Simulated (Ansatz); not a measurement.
C$_{3}$H$_{8}$SSi, SMILES `CS[SiH]1CC1`. The species carries charge 0 and has multiplicity 1.

```xyz
13

C    -1.0916   -0.2079   -2.2933
S    -1.2632   -1.1088   -0.7225
Si    0.5290   -0.5471    0.2363
C     0.4753   -0.2704    2.0557
C     0.6176    1.0182    1.2108
H    -1.0576    0.8675   -2.1232
H    -0.2029   -0.5291   -2.8361
H    -1.9723   -0.4492   -2.8883
H     1.7723   -1.0557   -0.3853
H     1.3321   -0.5496    2.6602
H    -0.4669   -0.3954    2.5787
H    -0.2372    1.6863    1.2171
H     1.5656    1.5414    1.2899
```

Q: What are the harmonic wavenumbers in cm⁻¹ at PBE0-D4/def2-TZVP (Ansatz, finite differences of forces, unscaled)? (An estimate is asked.)

A: Ansatz gave: 50, 120, 129, 188, 235, 493, 512, 677, 697, 703, 724, 729, 751, 906, 952, 970, 984, 1012, 1018, 1195, 1347, 1413, 1428, 1467, 1474, 2245, 3064, 3133, 3138, 3157, 3161, 3209, 3224.

Q: Is this a minimum?

A: Yes, all 33 modes are real.

Q: Give the ideal-gas thermochemistry at 298.15 K and 1 bar (rigid rotor, harmonic oscillator; point group C1, symmetry number 1).

A: Zero-point energy 266.2 kJ/mol; H(298) − E = 288.4 kJ/mol; entropy 358.8 J/(mol·K), of which translation 166.8, rotation 113.4, vibration 78.6; G(298) − E = 181.4 kJ/mol. Modes under 100 cm⁻¹ are hindered rotations or soft bends, so the harmonic entropy is rough.

Q: And at 400, 500, 600, 800 and 1000 K?

A: 
| T (K) | H − E (kJ/mol) | S (J/mol/K) | G − E (kJ/mol) |
| --- | --- | --- | --- |
| 400 | 301.8 | 397.1 | 142.9 |
| 500 | 317.4 | 431.9 | 101.5 |
| 600 | 335.0 | 464.0 | 56.6 |
| 800 | 374.9 | 521.1 | -42.0 |
| 1000 | 419.3 | 570.6 | -151.3 |

Q: Rotational constants (cm⁻¹)?

A: 0.2385, 0.06018, 0.05558.
